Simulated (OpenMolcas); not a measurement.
Levels of Tb2+ by method

* Program: OpenMolcas 26.06
* Basis: ANO-RCC-VTZP [8s7p5d3f2g1h]
* Scalar Hamiltonian: DKH2, point nucleus
* Active space: 9 electrons in 7 orbitals (4f)
* State averaging: 2S+1 = 6 odd, 21 roots; 2S+1 = 4 odd, 224 roots (208 in the spin-orbit step); 2S+1 = 2 odd, 490 roots (385 in the spin-orbit step)
* Spin-orbit coupling: RASSI with atomic mean-field integrals over the reference wave functions, term energies averaged over their components

Methods on the same reference wave functions:
A. CASSCF
B. SS-CASPT2, IPEA 0.25 Eh, imaginary shift 0.1 Eh (closed shells correlated: 5s 5p)

Energies in cm-1 above 4f9 6H* 15/2, the measured ground level; measured values from Martin, Zalubas and Hagan, Atomic Energy Levels: The Rare-Earth Elements, NSRDS-NBS 60 (1978).

| Level | A | B | Measured |
| --- | --- | --- | --- |
| 4f9 6H* 15/2 | 0.0 | 0.0 | 0.0 |
| 4f9 6H* 13/2 | 2891 | 2940 | 2805 |
| 4f9 6H* 11/2 | 4998 | 4990 | 4735 |
| 4f9 6H* 9/2 | 6629 | 6590 | 6258 |
| 4f9 6H* 7/2 | 7893 | 7820 | 7422 |
| 4f9 6F* 11/2 | 8766 | 6730 | 6470 |
| 4f9 6H* 5/2 | 8835 | 8740 | 8286 |
| 4f9 6F* 9/2 | 10027 | 7910 | 7622 |
| 4f9 6F* 7/2 | 11623 | 9540 |  |
| 4f9 6F* 5/2 | 12841 | 10740 | 10220 |
| 4f9 6F* 3/2 | 13602 | 11450 |  |
| 4f9 6F* 1/2 | 14073 | 11910 |  |
| 4f9 4F* 9/2(1) [67 %] | 22061 | 18920 |  |
| 4f9 4I* 15/2(1) [61 %] | 22831 | 20390 |  |
| 4f9 4G* 11/2(1) | 24501 | 21180 |  |
| 4f9 4M* 21/2 | 24866 | 24220 |  |
| 4f9 4I* 13/2(1) | 25835 | 23410 |  |
| 4f9 4M* 19/2 [62 %] | 26219 | 25190 |  |
| 4f9 4F* 7/2(1) [61 %] | 26276 | 23010 |  |
| 4f9 4I* 11/2(1) | 27811 | 25280 |  |
| 4f9 4I* 9/2(1) | 29285 | 26620 |  |
| 4f9 4M* 17/2 [52 %] | 29368 | 28150 |  |
| 4f9 4G* 9/2(1) [61 %] | 30108 | 26850 |  |
| 4f9 4K* 15/2(1) [60 %] | 31147 | 29100 |  |

Deviations, from unrounded energies. A percentage is the sum of absolute deviations over the sum of measured energies, with the sign that they share, or ± where signs differ.

| Against measurement | Levels | A | B |
| --- | --- | --- | --- |
| mean absolute deviation (cm-1) | 8 | 1100 | 330 |
| fine structure of the ground term (%) | 5 | +5.9 | +5.3 |
| other terms of the ground configuration (%) | 3 | +30.1 | +4.4 |

B lies closest to measurement on these levels. The largest miss of B in the table is 4f9 6F* 5/2, by +520 cm-1. The ranking rests on the paired levels alone, and a cruder setting can come out closer through cancelling errors.

From A to B the spin-free energies of the other terms of 4f9 shown, above 6H*, scale by factors of 0.69 to 0.97.

The lowest spin-free term lies below A's lowest term by 0.794 hartree in B.

CASPT2 breaks the degeneracy within a term, and the mean is taken; among the terms shown or strongly mixed into the levels shown the widest spread is 230 cm-1 (4f9 4K*(1), B). High states are left out of the spin-orbit mixing, which shifts the levels that they would mix with. Without dynamic correlation excited terms often stand tens of per cent too high (terms of higher spin than the ground term too low), and those without a measured partner can miss by more than the paired ones (holds for A). Measured partners are found by configuration, term and J. A level has none where our copy of the source lacks it or the pairing is in doubt (some pairs that miss far off the trend of their configuration count as doubtful), and it then counts in no deviation. Levels of configurations outside the active space are missing. The table leaves out levels that lie high or whose names do not pair safely across all columns.

A share in square brackets marks a mixed level and gives the weight of the term that names it, the lowest over the columns. A number in round brackets counts repeated terms of one configuration in the order of the reference energies. * marks odd parity.
